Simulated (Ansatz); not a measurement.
Stretching the P1–O2 bond in PO (multiplicity 2 held). Energies count from the point at 1.480 Å.


R- and RO- levels are restricted; in cc, def2 and unpolarised 6-31G sets they are followed outwards from rest. U- levels take the lowest unrestricted solution at each point, which mixes spins at long bonds. Full CI gives the lowest state of the spin. Levels need not reach the same state.

Correlated levels freeze the cores.

Run with Ansatz (a quantum-chemistry and plane-wave program) with Gaussian orbitals. Each number belongs to the level named beside it.

Problem. What is the computed energy at R = 5.919 Å (U-SCS-MP2/6-31G)?

Solution. 49.8 kcal/mol

Problem. What energy at R = 5.919 Å does RO-SCS-MP2/6-31G give?

Solution. 184.4 kcal/mol

Problem. Estimate the energy at R = 5.919 Å that FCI/6-31G returns for this input.

Solution. 66.3 kcal/mol

Doubts at one or more of the structures used: a restricted determinant that unrestricted orbitals would lower (RO-SCS-MP2/6-31G); a spin-contaminated determinant (U-SCS-MP2/6-31G).
